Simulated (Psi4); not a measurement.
C2H9AlOSi, charge -1, doublet, geometry from GFN2-xTB (such geometries of metal compounds can be far from the true shape) (a state made from the parent by changing its charge; the spin is typed, not shown lowest) (a gas-phase anion, which may not be bound at this level), with bond 8-6 at 1.3 times its length; R2SCAN/pcseg-1 (Psi4 1.11).

The Psi4 input:
```
memory 2 GB

molecule mol {
-1 2
  Al   -0.348811    1.109574    0.025886
  C     1.575079    1.935325    0.018947
  H     2.313334    1.445103    0.669354
  H     1.540882    2.984745    0.342838
  H     2.023364    1.947412   -0.984531
  C    -0.912952    1.103268    2.042014
  H    -1.891134    0.628752    2.203298
  H    -1.046816    2.441040    2.524637
  H    -0.221155    0.602930    2.734474
  O    -0.225424   -0.596252   -0.522581
  Si   -0.031553   -2.121726   -0.908719
  H    -0.907941   -3.004335   -0.110693
  H     1.354672   -2.596952   -0.734888
  H    -0.389186   -2.321813   -2.332683
}

set basis pcseg-1
set reference uks

energy('r2scan')
print_variables()
```

What does Psi4 print? Leave out banner, timings and long lists.


```
   => Loading Basis Set <=

    Name: PCSEG-1
    Role: ORBITAL
    Keyword: BASIS

         ---------------------------------------------------------
                                   SCF
               by Justin Turney, Rob Parrish, Andy Simmonett
                          and Daniel G. A. Smith
                              UKS Reference
         ---------------------------------------------------------

  ==> Geometry <==

    Molecular point group: c1
    Full point group: C1

    Geometry (in Angstrom), charge = -1, multiplicity = 2:

       Center              X                  Y                   Z               Mass
    ------------   -----------------  -----------------  -----------------  -----------------
         AL          -0.318466170880     1.112955127112     0.064399117782    26.981538530000
         C            1.605423829120     1.938706127112     0.057460117782    12.000000000000
         H            2.343678829120     1.448484127112     0.707867117782     1.007825032230
         H            1.571226829120     2.988126127112     0.381351117782     1.007825032230
         H            2.053708829120     1.950793127112    -0.946017882218     1.007825032230
         C           -0.882607170880     1.106649127112     2.080527117782    12.000000000000
         H           -1.860789170880     0.632133127112     2.241811117782     1.007825032230
         H           -1.016471170880     2.444421127112     2.563150117782     1.007825032230
         H           -0.190810170880     0.606311127112     2.772987117782     1.007825032230
         O           -0.195079170880    -0.592870872888    -0.484067882218    15.994914619570
         SI          -0.001208170880    -2.118344872888    -0.870205882218    27.976926534650
         H           -0.877596170880    -3.000953872888    -0.072179882218     1.007825032230
         H            1.385016829120    -2.593570872888    -0.696374882218     1.007825032230
         H           -0.358841170880    -2.318431872888    -2.294169882218     1.007825032230

  Running in c1 symmetry.

  Rotational constants: A =      0.14548  B =      0.04951  C =      0.04085 [cm^-1]
  Rotational constants: A =   4361.37444  B =   1484.31315  C =   1224.60683 [MHz]
  Nuclear repulsion =  264.550650800161350

  Charge       = -1
  Multiplicity = 2
  Electrons    = 57
  Nalpha       = 29
  Nbeta        = 28

  ==> Algorithm <==

  SCF Algorithm Type is DF.
  DIIS enabled.
  MOM disabled.
  Fractional occupation disabled.
[...]
      Ntotal   =   56.9999919510 ; deviation = -8.049e-06

   @Spin Contamination Metric:   1.681939841E-03
   @S^2 Expected:                7.500000000E-01
   @S^2 Observed:                7.516819398E-01
   @S   Expected:                5.000000000E-01
   @S   Observed:                5.000000000E-01

    Orbital Energies [Eh]
    ---------------------

    Alpha Occupied:

[...]
    Alpha Virtual:

[...]
     123A      3.487142

    Beta Occupied:

[...]
      28A     -0.047302

    Beta Virtual:

[...]
    Final Occupation by Irrep:
              A
    DOCC [    28 ]
    SOCC [     1 ]
    NA   [    29 ]
    NB   [    28 ]

  @DF-UKS Final Energy:  -688.63776000464156

   => Energetics <=

    Nuclear Repulsion Energy =            264.5506508001613497
    One-Electron Energy =               -1486.7881796861345265
    Two-Electron Energy =                 596.0007844222079711
    DFT Exchange-Correlation Energy =     -62.4010155408762870
    Empirical Dispersion Energy =           0.0000000000000000
    VV10 Nonlocal Energy =                  0.0000000000000000
    Total Energy =                       -688.6377600046415637

  UHF NO Occupations:
  HONO-2 :   27  A 1.9998413
  HONO-1 :   28  A 1.9994348
  HONO-0 :   29  A 1.0000000
  LUNO+0 :   30  A 0.0005652
  LUNO+1 :   31  A 0.0001587
  LUNO+2 :   32  A 0.0000592
  LUNO+3 :   33  A 0.0000141

Computation Completed

Properties will be evaluated at   0.000000,   0.000000,   0.000000 [a0]

Properties computed using the SCF density matrix

 Multipole Moments:

 ------------------------------------------------------------------------------------
     Multipole            Electronic (a.u.)      Nuclear  (a.u.)        Total (a.u.)
 ------------------------------------------------------------------------------------

 L = 1.  Multiply by 2.5417464519 to convert [e a0] to [Debye]
 Dipole X            :         -2.8124740            3.1528482            0.3403742
 Dipole Y            :         -2.3662868            0.9412067           -1.4250801
 Dipole Z            :         -4.5294472            4.2861078           -0.2433393
 Magnitude           :                                                    1.4852347

 ------------------------------------------------------------------------------------

  Variable Map:
  ----------------------------------------------------------------------------
[...]
  Array Variable Map:
  ----------------------------------------------------------------------------
[...]
[...]
```
